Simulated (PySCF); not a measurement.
# Which determinant of RuH lies lowest?

Unrestricted PBE0; PySCF, scalar-relativistic core potentials, basis sets H def2-TZVPPD, Ru def2-TZVPPD with ECP28. Outer shells of the fragments: H 1s1; Ru 4d7 5s1.

Followed along the bond (rough minima from three points):

```csv
2Ms+1,unpaired,⟨S²⟩ at the start,R at minimum (Å),Te (eV)
4,"σ ↑, δ ↑↑",3.76,1.58,0.00
4,"σ ↑, π ↑, δ ↑",3.77,1.62,0.09
4,"σ ↑, π ↑, δ ↑",3.76,1.61,0.19
4,"π ↑, δ ↑↑",3.77,1.60,0.73
2,"σ ↑, δ ↑↓",1.75,1.56,0.87
2,"σ ↑, π ↓, δ ↑",1.75,1.60,0.89
```

Solutions found at the starting distance of 1.515 Å, counted from the lowest of them; the search is not exhaustive and high or unbound solutions are not listed, so other states can lie among these:

```
2Ms+1         unpaired   term  E (eV)  ⟨S²⟩  ⟨Lz²⟩  μ (D)
    4        σ ↑, δ ↑↑    ⁴Σ⁻    0.00  3.76   0.00   2.19
    4    σ ↑, π ↑, δ ↑  mixed    0.13  3.77   4.31   2.33
    4    σ ↑, π ↑, δ ↑  mixed    0.22  3.76   5.01   2.25
    4        π ↑, δ ↑↑  mixed    0.76  3.77   1.55   2.21
    2        σ ↑, δ ↑↓  mixed    0.86  1.75   8.01   2.08
    2    σ ↑, π ↓, δ ↑  mixed    0.92  1.75   5.02   2.24
    2    σ ↓, π ↑, δ ↑  mixed    0.95  1.71   5.05   2.17
    2    σ ↑, π ↑, δ ↓  mixed    1.10  1.76   6.54   2.29
    2              δ ↑     ²Δ    1.12  0.76   4.01   2.26
    2        σ ↓, δ ↑↑  mixed    1.16  1.75   0.00   1.90
    2        π ↑, δ ↑↓  mixed    1.58  1.76   7.38   2.14
    2              σ ↑  mixed    1.72  0.75   8.00   2.08
    2        π ↓, δ ↑↑  mixed    1.73  1.75   1.39   2.28
    6  σ ↑↑, π ↑↑, δ ↑     ⁶Δ    1.76  8.75   4.01  -0.73
```

A term symbol is given only where ⟨S²⟩ and ⟨Lz²⟩ are close to those of a pure state; real π, δ and φ orbitals otherwise mix terms. A positive dipole means H(−)Ru(+).

Spin–orbit coupling is left out. With d or f electrons several states lie close, and the lowest PBE0 determinant need not be the measured ground state.
